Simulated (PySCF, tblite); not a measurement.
Isomers of C3H11Cl2FSi3, one GFN2-xTB conformer each. Single-point energies are computed at PBE0/pcSseg-1 (PySCF, gas phase, no added dispersion term), electronic only.

```json
{"SMILES": "FC[Si]([SiH3])([SiH3])CC(Cl)Cl", "GFN2-xTB relative energy (kJ/mol)": "4.4"}
{"SMILES": "C[C@@H](F)[SiH2][Si@@H]([SiH3])C(Cl)Cl", "GFN2-xTB relative energy (kJ/mol)": "0.0"}
```

Conformers: `[F:1][CH2:2][Si:3]([SiH3:4])([SiH3:5])[CH2:6][CH:7]([Cl:8])[Cl:9]` with F1–C2–Si3–Si4 -62°, C2–Si3–C6–C7 -167°, Si3–C6–C7–Cl8 70°; `[CH3:1][C@@H:2]([F:3])[SiH2:4][Si@@H:5]([SiH3:6])[CH:7]([Cl:8])[Cl:9]` with C1–C2–Si4–Si5 -152°, C2–Si4–Si5–Si6 73°, Si4–Si5–C7–Cl8 -176°.

What does PBE0/pcSseg-1 give for the same structures?

```csv
SMILES,PBE0/pcSseg-1 E (Eh),PBE0/pcSseg-1 (kJ/mol),GFN2-xTB (kJ/mol),point group
C[C@@H](F)[SiH2][Si@@H]([SiH3])C(Cl)Cl,-2008.64108,0.0,0.0,C1
FC[Si]([SiH3])([SiH3])CC(Cl)Cl,-2008.63952,4.1,4.4,C1
```

Both levels put the same isomer lowest. Neighbours under 10 kJ/mol apart (C[C@@H](F)[SiH2][Si@@H]([SiH3])C(Cl)Cl and FC[Si]([SiH3])([SiH3])CC(Cl)Cl) can change places with a better method, another conformer or zero-point energy.

Which frontier levels, dipoles and rotational constants go with these structures?

```json
{"SMILES": "C[C@@H](F)[SiH2][Si@@H]([SiH3])C(Cl)Cl", "HOMO (eV, PBE0/pcSseg-1)": "-7.98", "LUMO (eV)": "-1.09", "dipole (D)": "2.80", "A, B, C (MHz)": "1124, 384.3, 328.2"}
{"SMILES": "FC[Si]([SiH3])([SiH3])CC(Cl)Cl", "HOMO (eV, PBE0/pcSseg-1)": "-8.13", "LUMO (eV)": "-0.67", "dipole (D)": "3.12", "A, B, C (MHz)": "885.2, 523.8, 417.5"}
```

What happens when harmonic zero-point energies from GFN2-xTB frequencies are added?

```json
{"SMILES": "C[C@@H](F)[SiH2][Si@@H]([SiH3])C(Cl)Cl", "ZPE (kJ/mol)": "323.8", "electronic (kJ/mol)": "0.0", "with ZPE (kJ/mol)": "0.0"}
{"SMILES": "FC[Si]([SiH3])([SiH3])CC(Cl)Cl", "ZPE (kJ/mol)": "324.1", "electronic (kJ/mol)": "4.1", "with ZPE (kJ/mol)": "4.4"}
```

The zero-point energies span 0.3 kJ/mol. The order is unchanged.
